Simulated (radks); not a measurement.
Spherical quantum dot in the effective-mass picture: electrons in a well V = -V0 / (1 + exp((r - R)/a)) with V0 = 18.6, R = 2.48, a = 0.18, all in effective atomic units (hartree* = m*/eps^2 hartree, bohr* = eps/m* bohr), one dielectric constant everywhere. Calculated with a radial shooting solver with Libxc functionals: non-relativistic Kohn-Sham, PBE, spin-polarised, spherical densities. Levels are named by radial order and angular momentum (1s, 1p, 1d, 2s, ...), and open shells are averaged over m.

N = 23, configuration 1s2 1p6 1d10 1f(up 5, down 0). This is the lowest configuration that the search found. Occupied and some empty levels:

level,occupation,eigenvalue (hartree*),<r> (bohr*)
1s up,1,-5.4200,1.548
1s down,1,-5.3462,1.533
1p up,3,-4.9003,1.664
1p down,3,-4.8140,1.656
1d up,5,-4.0857,1.756
1d down,5,-3.9905,1.751
1f up,5,-3.0274,1.832
1f down,0,-2.9263,1.829
2s up,0,-2.8878,1.223
2s down,0,-2.8534,1.228
1g up,0,-1.7557,1.898
1g down,0,-1.6510,1.897
2p up,0,-1.5487,1.428
2p down,0,-1.5035,1.429
2d up,0,-0.041784,1.579

Energy (hartree*): total -230.788, kinetic 47.358, external -403.02, Hartree 139.90, exchange-correlation -15.027.
